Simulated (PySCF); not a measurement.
Al(Me)2(F) anion (C2H6AlF), SMILES [CH3][Al]([CH3])[F] (connectivity only; charge and spin as stated), charge -1, multiplicity 2. Atoms are numbered in the order given.

```xyz
10

Al     0.4688     0.0990     0.0000
C     -0.1660    -0.8552     1.6574
H      0.2127    -1.8918     1.7235
H     -1.2743    -0.9175     1.6479
H      0.1172    -0.3476     2.5962
C     -0.1660    -0.8552    -1.6574
H      0.1172    -0.3476    -2.5962
H     -1.2743    -0.9175    -1.6479
H      0.2127    -1.8918    -1.7235
F     -0.2459     1.6988     0.0000
```
Charge -1, spin multiplicity 2.

Geometry: r2SCAN-D4/def2-SVPD. The spin state was assumed, not searched. The isomer is the one that the SMILES or the coordinates give; other isomers of the formula were not compared.

Calculation: B3LYP/pcH-1 in PySCF.

Unrestricted Kohn–Sham, ⟨S²⟩ = 0.751. Hyperfine tensors hold the contact and dipolar terms, without spin-orbit corrections.

**Question.** Estimate the hyperfine couplings. (An estimate is asked for; the answer gives what the named calculation found.)

**Answer.** 
```
nucleus     A(iso) (MHz)  A(iso) (G)  dipolar principal values (MHz)
----------  ------------  ----------  ------------------------------
27Al no. 1         505.8       180.5              -45.7, -45.5, 91.2
13C no. 2           88.4        31.5                 -4.3, -3.7, 8.0
1H no. 3            -3.0        -1.1                 -3.8, -2.0, 5.9
1H no. 4            26.3         9.4                 -3.1, -1.3, 4.4
1H no. 5            -1.0        -0.4                 -4.0, -2.2, 6.1
13C no. 6           88.4        31.5                 -4.3, -3.7, 8.0
1H no. 7            -1.0        -0.4                 -4.0, -2.2, 6.1
1H no. 8            26.3         9.4                 -3.1, -1.3, 4.4
1H no. 9            -3.0        -1.1                 -3.8, -2.0, 5.9
19F no. 10         182.3        65.0             -86.2, -79.3, 165.5
```

**Question.** And the g tensor (effective nuclear charges for spin-orbit coupling, GIAO)? (Estimate from the structure and the level; the computed values follow.)

**Answer.** principal values 2.0011, 2.0020, 2.0022; isotropic 2.0017.
